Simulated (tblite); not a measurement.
Input of a run (GFN2-xTB geometry optimisation, gas phase (tblite 0.8.0)), started from a force field or distance geometry:
```
{"job": {"kind": "relax", "xc": "GFN2-xTB", "basis": "xTB"}, "charge": 0, "multiplicity": 1}
C      2.827600    -0.761700    -1.604300
O      1.603100    -0.123300    -1.214300
C      1.666300     0.304000     0.165500
Si     0.149400     1.242200     0.767300
P     -0.059900     3.155900    -0.323400
Si    -1.719500    -0.103200     0.465700
C     -1.447400    -1.699300     1.360200
C     -1.994600    -0.364100    -1.336400
H      3.016400    -1.645000    -0.985300
H      3.652400    -0.059600    -1.528400
H      2.711800    -1.077100    -2.646300
H      1.800100    -0.577300     0.799000
H      2.527300     0.956900     0.301000
H      0.302500     1.557500     2.218100
H     -0.355300     2.610600    -1.596800
H     -1.408800     3.423400     0.021500
H     -2.897300     0.591800     1.051100
H     -1.284800    -1.543600     2.433400
H     -0.581600    -2.238400     0.975300
H     -2.314700    -2.354400     1.266200
H     -1.157500    -0.871900    -1.806500
H     -2.156900     0.581400    -1.864400
H     -2.883500    -0.978000    -1.493500
```

Output (eV, eV/Å):
```
step      E/eV     max force
  0    -712.99342    1.616
  1    -713.11434    0.549
  2    -713.14669    0.368
  3    -713.17179    0.420
  4    -713.20442    0.515
  5    -713.22779    0.407
  6    -713.24098    0.247
  7    -713.24883    0.211
  8    -713.25564    0.235
  9    -713.26390    0.318
 10    -713.27198    0.289
 11    -713.27716    0.164
 12    -713.28019    0.156
 13    -713.28298    0.171
 14    -713.28599    0.139
 15    -713.28855    0.116
 16    -713.29065    0.111
 17    -713.29290    0.184
 18    -713.29589    0.218
 19    -713.29920    0.179
 20    -713.30161    0.089
 21    -713.30298    0.080
 22    -713.30417    0.097
 23    -713.30590    0.137
 24    -713.30835    0.141
 25    -713.31119    0.105
 26    -713.31384    0.104
 27    -713.31619    0.096
 28    -713.31834    0.116
 29    -713.32011    0.092
 30    -713.32126    0.067
 31    -713.32200    0.058
 32    -713.32269    0.068
 33    -713.32348    0.076
 34    -713.32424    0.055
 35    -713.32483    0.059
 36    -713.32528    0.042
 37    -713.32567    0.042
 38    -713.32608    0.046
 39    -713.32649    0.046
 40    -713.32687    0.043
 41    -713.32725    0.040
 42    -713.32763    0.046
 43    -713.32799    0.040
 44    -713.32830    0.033
 45    -713.32853    0.038
 46    -713.32874    0.041
 47    -713.32898    0.036
 48    -713.32925    0.038
 49    -713.32956    0.049
 50    -713.32987    0.049
 51    -713.33018    0.043
 52    -713.33048    0.048
 53    -713.33079    0.049
 54    -713.33111    0.048
 55    -713.33145    0.050
 56    -713.33176    0.044
 57    -713.33197    0.033
 58    -713.33210    0.025
 59    -713.33220    0.022
 60    -713.33231    0.026
 61    -713.33246    0.034
 62    -713.33264    0.039
 63    -713.33287    0.038
 64    -713.33314    0.038
 65    -713.33345    0.038
 66    -713.33376    0.034
 67    -713.33402    0.037
 68    -713.33426    0.033
 69    -713.33448    0.036
 70    -713.33471    0.034
 71    -713.33494    0.032
 72    -713.33514    0.028
 73    -713.33529    0.029
 74    -713.33540    0.027
 75    -713.33549    0.020
 76    -713.33557    0.022
 77    -713.33566    0.022
 78    -713.33575    0.023
 79    -713.33582    0.021
 80    -713.33587    0.018
 81    -713.33591    0.017
 82    -713.33595    0.015
 83    -713.33600    0.015
 84    -713.33604    0.017
 85    -713.33609    0.016
 86    -713.33613    0.017
 87    -713.33618    0.017
 88    -713.33623    0.016
 89    -713.33627    0.017
 90    -713.33633    0.020
 91    -713.33640    0.029
 92    -713.33650    0.029
 93    -713.33659    0.020
 94    -713.33665    0.013
 95    -713.33667    0.011
 96    -713.33669    0.012
 97    -713.33672    0.010
 98    -713.33674    0.010
 99    -713.33677    0.011
100    -713.33679    0.015
101    -713.33682    0.016
102    -713.33685    0.012
103    -713.33688    0.012
104    -713.33691    0.011
105    -713.33694    0.011
106    -713.33696    0.013
107    -713.33699    0.014
108    -713.33706    0.027
109    -713.33716    0.037
110    -713.33730    0.038
111    -713.33742    0.022
112    -713.33750    0.020
113    -713.33757    0.021
114    -713.33764    0.025
115    -713.33773    0.029
116    -713.33781    0.019
117    -713.33785    0.017
118    -713.33789    0.016
119    -713.33794    0.018
120    -713.33799    0.020
121    -713.33805    0.015
122    -713.33809    0.014
123    -713.33813    0.010
124    -713.33815    0.010
```

**Question.** Summarise the run.

**Answer.** The energy falls by 33.3 kJ/mol over 124 L-BFGS steps, the largest force on an atom goes from 1.62 to 0.010 eV/Å, and the atoms move by 0.259 Å rms after alignment. The bond that changes most is Si6–C8 (SiH silicon to Si-methyl carbon), which lengthens by 0.065 Å. Bonds longer at the end by more than 0.005 Å: 7 of 22; shorter: 10. Among the angles that change most is O2–C3–Si4, from 114.7° to 103.5°. Among the dihedrals that turn most is H13–C3–Si4–P5, from 57° to 44°. The energy never rose by more than 1e-5 eV on the way. The first step brought 35 % of the lowering.

**Question.** What are the final bond lengths?

**Answer.** C1–O2 1.402 Å, O2–C3 1.415 Å, C3–Si4 1.918 Å, Si4–P5 2.249 Å, Si4–Si6 2.344 Å, Si6–C7 1.906 Å, Si6–C8 1.907 Å, C1–H9 1.098 Å, C1–H10 1.097 Å, C1–H11 1.089 Å, C3–H12 1.098 Å, C3–H13 1.098 Å, Si4–H14 1.479 Å, P5–H15 1.382 Å, P5–H16 1.384 Å, Si6–H17 1.480 Å, C7–H18 1.086 Å, C7–H19 1.086 Å, C7–H20 1.086 Å, C8–H21 1.086 Å, C8–H22 1.086 Å, C8–H23 1.087 Å. Numbering counts from 1 in the input's order; the species is `COC[Si@@H](P)[SiH](C)C`.

The run took 5.9 s wall, 4.7 s CPU on one thread of an Intel Xeon at 2.50 GHz, shared host with 64 logical CPUs at a one-minute load of 63.

Its lowest GFN2-xTB frequency is 9 cm⁻¹, too small to tell a flat minimum from a shallow saddle. The numbers are those of one conformer. 3 starts were optimised and ended at 0.00, 1.04 and 2.84 kcal/mol (GFN2-xTB); the lowest of these is shown.

The numbers are calculated, not measured.
